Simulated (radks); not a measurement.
All-electron atom: Ga VII in [Ar] 3d7. All-electron calculation, Dirac Kohn-Sham, PBE, spin-unpolarised, spherical densities, point nucleus; open shells are shared between the two j in proportion to 2j + 1. Program: a radial shooting solver on a logarithmic mesh with Libxc functionals.

Spin-orbit splittings of the eigenvalues, e(l+1/2) - e(l-1/2), with zeta = 2 splitting/(2l+1) and mean radii in bohr:

| shell | occ. | splitting (eV) | zeta (eV) | <r> j=l-1/2 | <r> j=l+1/2 |
|---|---|---|---|---|---|
| 2p | 6 | 27.65 | 18.43 | 0.1883 | 0.1918 |
| 3p | 6 | 3.932 | 2.621 | 0.6443 | 0.6533 |
| 3d | 7 | 0.5900 | 0.2360 | 0.6759 | 0.6790 |
| 4p | 0 | ? | ? | 1.721 | 1.737 |

Estimate the 4p splitting.

Answer. 0.6598 eV (zeta = 0.4399 eV).
